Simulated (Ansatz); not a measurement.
Program: Ansatz. Geometries: PBE0-D4/def2-TZVP. ΔE: electronic, gas phase. CCSD(T)/CBS adds triple-zeta CCSD(T) − MP2 to the extrapolated MP2 energy (def2 sets, frozen cores). This one scheme is used for every species. DFT in def2-TZVPP. B3LYP here is the variant with VWN-RPA as its local correlation; programs differ in this. HSE06 is defined as in plane-wave codes. One conformer a species, not always the lowest.

Consider the formal exchange of groups at the Al–C bond: `C[CH2][AlH][OH]` + CH₃SH → `[OH][AlH][CH2]S` + `CC`.

```
           level  ΔE (kJ/mol)  difference from CCSD(T)/CBS
      r2SCANh-D4        -16.8                         -0.8
        PBE-QIDH        -16.8                         -0.8
          revPBE        -13.9                          2.1
           B3LYP        -14.7                          1.3
         r2SCANh        -16.8                         -0.8
           HSE06        -15.5                          0.5
       CAM-B3LYP        -15.2                          0.8
    MP2/def2-SVP        -16.4                         -0.4
CCSD(T)/def2-SVP        -15.3                          0.7
  MP2/def2-TZVPP        -16.6                         -0.6
     CCSD(T)/CBS        -16.0                            0
```

Largest T1 diagnostic among the species: 0.012.

Leaving LDA and LC-ωPBE aside and taking each functional with its dispersion term where it has one, the values, not all of them listed here, spread over 2.4 kJ/mol, from BHLYP-D4 to BLYP-D4.
